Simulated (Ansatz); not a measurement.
System: C$_{4}$H$_{7}$Cl$_{2}$, net charge 0, doublet state. It need not be the lowest isomer of its formula. SMILES: C[C](Cl)CCCl
Structure (B3LYP-D3(BJ)/def2-TZVP (Ansatz, a program for electronic structure) minimum search):
```xyz
13

C     -1.8919     0.7568     0.0792
C     -0.9605    -0.3360     0.4482
C      0.2839    -0.1588     1.2440
C      1.5582     0.0354     0.4244
Cl     1.5103     1.5595    -0.5452
Cl    -1.0557    -1.7900    -0.4952
H     -1.6223     1.2119    -0.8824
H     -2.9178     0.3923    -0.0068
H     -1.8603     1.5445     0.8334
H      0.4523    -1.0440     1.8692
H      0.1560     0.6949     1.9129
H      1.6960    -0.7756    -0.2857
H      2.4301     0.1088     1.0701
```
Charge 0, spin multiplicity 2.

Parts of the frozen-core correlation energy in cc-pV(T+d)Z (Ansatz, hartree). Frozen orbitals: 14; correlated occupied orbitals by spin: 19 and 18; virtual: 263 and 264. Open shells are spin-unrestricted. Spin-orbit coupling is left out. No relativistic terms.

| term | value |
|---|---|
| reference (HF) | -1074.60983 |
| MP2 opposite-spin | -0.79079 |
| MP2 same-spin | -0.24966 |
| CCSD correlation | -1.11106 |
| (T) | -0.04779 |
| T1 diagnostic | 0.012 |
| largest doubles amplitude | 0.016 |
| <S^2> of the reference | 0.768 |
